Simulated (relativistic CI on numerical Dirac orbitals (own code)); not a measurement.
How well does a small relativistic CI reproduce Os VII?

Method of calculation: Dirac-Coulomb-Breit CI, KLI orbitals optimised for each configuration, QED by a radiative potential, valence Slater integrals scaled by 0.9, configuration energies shifted to the measured levels that pair with them (semi-empirical) (own radial code, finite nucleus).

CI space (outside the closed core [Kr] 4d10): 4f¹⁴5s²5p⁶5d², 4f¹⁴5s²5p⁶5d6s, 4f¹⁴5s²5p⁶5d5f, 4f¹⁴5s²5p⁶5d6p, 4f¹⁴5s²5p⁵5d³, 4f¹⁴5s²5p⁶6s², 4f¹⁴5s²5p⁶5d5g, 4f¹⁴5s²5p⁶5f², 4f¹⁴5s²5p⁶5d6d, 4f¹⁴5s²5p⁶6s6p, 4f¹⁴5s²5p⁶5d7s, 4f¹⁴5s²5p⁴5d⁴, 4f¹⁴5s²5p⁶5d7p, 4f¹⁴5s²5p⁶5g², 4f¹⁴5s²5p⁶5d6f, 4f¹²5s²5p⁶5d⁴, 4f¹⁴5s²5p⁶6p², 4f¹⁴5s²5p⁵5d²5f, 4f¹⁴5s²5p⁶5d7d, 4f¹³5s²5p⁶5d³, 4f¹⁴5s²5p⁶5f6s, 4f¹⁴5s5p⁶5d³, 4f¹⁴5s²5p⁶5d7f, 4f¹⁴5s²5p⁵5d²5g, 4f¹⁴5s²5p⁵5d²6s, 4f¹⁴5s²5p⁶5f6p, 4f¹³5s²5p⁶5d²6s, 4f¹⁴5s²5p⁶5g6s, 4f¹⁴5s²5p⁶5f5g, 4f¹⁴5s5p⁶5d²5f. Levels of other configurations are missing.

| Configuration | Term (tabulated) | J | Measured (cm⁻¹) | Computed | Error | Purity (%) |
| --- | --- | --- | --- | --- | --- | --- |
| 4f¹⁴5s²5p⁶5d² | 3F | 2 | 0.0 | 0 | 0 | 86 |
| 4f¹⁴5s²5p⁶5d² | 3F | 3 | 10308.0 | 9906 | -402 | 98 |
| 4f¹⁴5s²5p⁶5d² | 3P | 0 | 15837.0 | 15486 | -351 | 89 |
| 4f¹⁴5s²5p⁶5d² | 3P | 1 | 22098.0 | 21483 | -615 | 98 |
| 4f¹⁴5s²5p⁶5d² | 1G | 4 | 31274.0 | 30977 | -297 | 84 |
| 4f¹⁴5s²5p⁶5d² | 3P | 2 | 33127.0 | 32068 | -1059 | 56 |
| 4f¹⁴5s²5p⁶5d² | 1S | 0 | 57710.0 | 55684 | -2026 | 89 |
| 4f¹⁴5s²5p⁶5d6s | 3D | 1 | 129301.0 | 129599 | 298 | 100 |
| 4f¹⁴5s²5p⁶5d6s | 3D | 2 | 131416.0 | 131651 | 235 | 82 |
| 4f¹⁴5s²5p⁶5d6s | 3D | 3 | 142163.0 | 141778 | -385 | 100 |
| 4f¹⁴5s²5p⁶5d6s | 1D | 2 | 148023.0 | 147788 | -235 | 82 |

Measured levels from van het Hof, Joshi, Wyart and Sugar, J. Res. Natl. Inst. Stand. Technol. 100, 687 (1995); pairs were made by configuration, J and term (by order where the table uses no LS term), so strongly mixed levels may be paired wrongly.

Mean error by configuration (cm⁻¹): 4f¹⁴5s²5p⁶5d² -792; 4f¹⁴5s²5p⁶5d6s -22. Over the excited levels the mean absolute error is 590 cm⁻¹ (10 of the 11 excited levels that our extract of the source holds in range could be paired, and the others can miss by more), and the median relative error of those above 1,000 cm⁻¹ is 1.6 %, both after the shifts were fitted to these levels, so that a configuration with one level shows no error. Some levels of the ground configuration have no partner.

Configurations whose levels could be paired with our table of measured levels were shifted onto them, all but the ground configuration, by the median error of their levels; single terms can still be off by 1,000 to 2,000 cm⁻¹ or more, and rates follow the energies as ν³ (E1, M1) or ν⁵ (E2). The others borrow a shift and can be off by several thousand cm⁻¹ or more. Levels and lines within the n = 5 or 6 shells can be off by up to 10 % or somewhat more, and those that change n by about 2 %, since core polarisation is missing. 10 of the 11 excited levels that our extract of the measured tables holds in this range could be paired (the sources list more); they are missed by 590 cm⁻¹ on average and 2026 at most, after the shifts were fitted to these levels, and levels without a partner can miss by more. Some levels of the ground configuration have no partner and can miss by 10 % or more. Levels that differ in their count of f electrons can be misplaced by several ten thousand cm⁻¹, since the correlation energy of f electrons is missing or only estimated; rates across such gaps can be off by orders of magnitude.

Shifts applied (cm⁻¹): 4f¹⁴5s²5p⁶5d² 0; 4f¹⁴5s²5p⁶5d6s -20981.
